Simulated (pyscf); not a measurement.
7 organic steps of one kind (hydrogen shift, radical): reaction energy in kJ/mol, from the separated reactants or the lowest minimum found. Structures and frequencies: ωB97X-D3(BJ)/def2-SVP in PySCF. Functionals in def2-TZVP; the last column is ωB97M-D3(BJ)/def2-TZVP. Rows were drawn at random from the steps of this kind and element class whose saddle was verified and whose references are stable.

```csv
step,PBE,B3LYP-D3(BJ),r²SCAN,ωB97M-D3(BJ)
`[CH2][C](=[CH2])[OH]` [doublet] -> `[CH2][C]([CH3])=[O]` [doublet],-26.1,-27.7,-25.9,-29.9
`[CH3][CH]=[C][Cl]` [doublet] → `[CH3][C]=[CH][Cl]` [doublet],-4.1,-5.5,-5.2,-5.9
`[C]1=[CH][NH]1` [doublet] -> `[C]1=[N][CH2]1` [doublet],___,-109.9,-112.1,-107.0
`[CH3][C]([O])=[O]` [doublet] -> `[CH2][C](=[O])[OH]` [doublet],___,-31.8,-29.6,-49.3
`[CH3][C]=[CH][F]` [doublet] -> `[CH2][CH]=[CH][F]` [doublet],-94.5,-98.8,-97.4,-97.1
`[CH]=[C]([CH3])[F]` [doublet] -> `[CH2][C](=[CH2])[F]` [doublet],-108.5,-112.5,-111.2,-108.4
`[CH]=[C]([CH3])[OH]` [doublet] -> `[CH2][C]([CH3])=[O]` [doublet],-122.6,-127.7,-124.0,-126.1
```

Question: Complete the blanks.

Answer: 
- `[C]1=[CH][NH]1` [doublet] -> `[C]1=[N][CH2]1` [doublet], PBE: -106.8
- `[CH3][C]([O])=[O]` [doublet] -> `[CH2][C](=[O])[OH]` [doublet], PBE: -11.9

Differences from the last column (kJ/mol): PBE: mean +7.0, median +2.7, mean size 7.1, lower in 1 of 7; B3LYP-D3(BJ): mean +1.4, median -1.6, mean size 4.3, lower in 4 of 7; r²SCAN: mean +2.6, median +0.7, mean size 5.0, lower in 3 of 7. PBE is closest for row 6 (0.1 kJ/mol apart) and farthest for row 4 (37.4 kJ/mol). PBE, r²SCAN and M06-2X carry no added dispersion term. The last column is a level with limits of its own.
